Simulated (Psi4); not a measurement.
**CH5GeNO (SMILES C[O][Ge][NH2]): methods side by side**

The species is CH5GeNO (9 atoms), meant as a singlet with charge 0. SMILES: `C[O][Ge][NH2]`. Geometry: optimised at PBE0/def2-TZVP. This is one conformer, not always the lowest.

Each level gives the HOMO–LUMO gap (eV). The values are calculated.

| level | kind | program | value (eV) |
| --- | --- | --- | --- |
| PBE-D4/def2-TZVPP (density fitting) | GGA | Psi4 | 4.36 |
| r2SCAN-D4/def2-TZVPP (density fitting) | meta-GGA | Psi4 | 4.70 |
| B3LYP-D4/def2-TZVPP (density fitting) | global hybrid | Psi4 | 5.86 |
| PBE0-D4/def2-TZVPP (density fitting) | global hybrid | Psi4 | 6.24 |
| wB97M-V/def2-TZVPP (density fitting) | range-separated hybrid | Psi4 | 10.42 |

All-electron rows without a relativistic Hamiltonian named are non-relativistic. The values span 4.36 to 10.42 eV. Orbital gaps aren't excitation energies; they tend to grow with the share of exact exchange.
